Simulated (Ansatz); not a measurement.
B-trichloroborazine (B3Cl3H3N3), SMILES ClB1NB(Cl)NB(N1)Cl.

The structure is a stationary point at B3LYP-D3(BJ)/def2-SVP.

Two levels are set side by side: PBE/def2-SVPD (Ansatz, a program for electronic structure) and PBE0/def2-SVPD (Ansatz). Energy differences of separate SCF runs at the same geometry; the states with an electron removed or added have multiplicity 2 and 2. Differences are taken from unrounded values.

```csv
quantity,PBE0,PBE,PBE minus PBE0
vertical ionisation energy (eV),10.40,9.86,-0.54
vertical singlet–triplet gap (eV),6.57,5.96,-0.61
```
